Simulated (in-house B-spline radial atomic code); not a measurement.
RPA and G0W0 for Cs⁷⁺, [Kr] 4d10 5s2, as one setting changes: the highest l of the empty states. Start: r2SCAN. A dash marks a level of low quasi-particle weight. Computed with a B-spline radial code for spherical atoms: all electrons, scalar-relativistic (spin-free one-electron X2C), finite nucleus, each spin shell either full or empty, empty states to the listed l with an (l + 1/2)⁻⁴ tail; G0W0 by contour deformation at full frequency.

```json
{"highest l of the empty states": "4", "RPA summed (Eh)": "-3.2896", "RPA extrapolated (Eh)": "-3.8997", "G0W0 level (eV)": "5s -111.49"}
{"highest l of the empty states": "5", "RPA summed (Eh)": "?", "RPA extrapolated (Eh)": "?", "G0W0 level (eV)": "?"}
{"highest l of the empty states": "6", "RPA summed (Eh)": "-3.706", "RPA extrapolated (Eh)": "-3.9418", "G0W0 level (eV)": "5s -111.48"}
{"highest l of the empty states": "7", "RPA summed (Eh)": "-3.7795", "RPA extrapolated (Eh)": "-3.9299", "G0W0 level (eV)": "5s -111.48"}
{"highest l of the empty states": "8", "RPA summed (Eh)": "-3.8197", "RPA extrapolated (Eh)": "-3.9148", "G0W0 level (eV)": "5s -111.47"}
{"highest l of the empty states": "9", "RPA summed (Eh)": "?", "RPA extrapolated (Eh)": "?", "G0W0 level (eV)": "?"}
{"highest l of the empty states": "10", "RPA summed (Eh)": "-3.8582", "RPA extrapolated (Eh)": "-3.9032", "G0W0 level (eV)": "5s -111.47"}
{"highest l of the empty states": "11", "RPA summed (Eh)": "-3.8679", "RPA extrapolated (Eh)": "-3.9006", "G0W0 level (eV)": "5s -111.47"}
```

Question: What belongs in the row for 9?

Answer: RPA summed (Eh): -3.8433; RPA extrapolated (Eh): -3.9073; G0W0 level (eV): 5s -111.47.

Question: What belongs in the row for 5?

Answer: RPA summed (Eh): -3.5686; RPA extrapolated (Eh): -3.9573; G0W0 level (eV): 5s -111.50.
